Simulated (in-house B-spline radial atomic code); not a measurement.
A calculation on the niobium ion Nb⁵⁺ (an excited or competing configuration): its settings, and results tabulated from the run. Level of theory: Dirac-Hartree-Fock, average of configuration, Fermi nucleus of rms radius 4.324 fm; calculated with an all-electron radial atomic-structure program (B-spline basis).

Command:
```bash
python run_scf.py task.json out
```
Settings (nuclear radius in fm, mass in u):
```
Z                41
configuration    [Ar] 3d10 4s2 4p5 4f1
hamiltonian      dirac
method           hf
spin_polarised   False
nucleus          fermi
rms_radius       4.324
atomic_mass      92.90637
speed_of_light   137.035999084
```

Output (hartree, bohr):
```
 radial grid: 67 intervals, B-splines of order 8, outer radius 18.2456 bohr

 iter        energy (Eh)    residual
    1       -3806.640829    5.28e-01
    2       -3810.435677    1.92e-01
    3       -3810.939909    4.97e-02
    4       -3810.984092    1.31e-02
    5       -3810.989097    7.23e-03
    6       -3810.989704    7.53e-04
    7       -3810.989712    5.99e-05
    8       -3810.989712    2.38e-06
    9       -3810.989712    1.44e-07

 total energy                     -3810.98971
 kinetic                            3946.2023
 electron-nucleus                  -9111.4696
 electron-electron                  1354.2775

 first-order corrections (not in the total)
   Gaunt                             2.4768
   retardation                      -0.2442
   frequency dependence             -0.0148
   self-energy                       1.6638
   Uehling                          -0.1871
   Wichmann-Kroll                    0.0027
   recoil                            0.0159

 orbital      occ     eigenvalue          <r>       <r^2>       <1/r>       r_max    small
 1s1/2      2.000      -704.6929    0.0360823  0.00175637     42.4018      0.0235  2.23e-02
 2s1/2      2.000      -103.6451     0.157348    0.029255     9.65339       0.133  4.58e-03
 2p1/2      2.000       -95.0101     0.134667   0.0222629     9.59223       0.104  4.55e-03
 2p3/2      4.000       -91.4666      0.13909    0.023623     9.16096      0.1077  4.41e-03
 3s1/2      2.000       -20.7154     0.439545    0.221274     3.29756      0.3941  1.21e-03
 3p1/2      2.000       -17.4054     0.436307    0.221623     3.18397      0.3828  1.15e-03
 3p3/2      4.000       -16.8076     0.446198    0.231586     3.08355      0.3916  1.12e-03
 3d3/2      4.000       -10.9977     0.428311    0.220393     2.87797      0.3336  9.96e-04
 3d5/2      6.000       -10.8876     0.431688    0.223729     2.85153      0.3363  9.85e-04
 4s1/2      2.000        -5.0952      1.11594     1.39986     1.20787       1.013  2.72e-04
 4p1/2      1.667        -4.0512      1.19728     1.62189     1.11406       1.074  2.41e-04
 4p3/2      3.333        -3.9577      1.21901     1.68062     1.08924       1.095  2.34e-04
 4f5/2      0.429        -1.2259      2.50634     7.20954    0.471714        2.19  4.87e-05
 4f7/2      0.571        -1.2262      2.50564     7.20523     0.47179       2.189  4.87e-05
```

Time taken, with all properties: 1.8 s on 1 thread of Arm Neoverse N1, on a shared host.

For the Dirac Hamiltonian the kinetic term is c α·p + (β - 1)c².
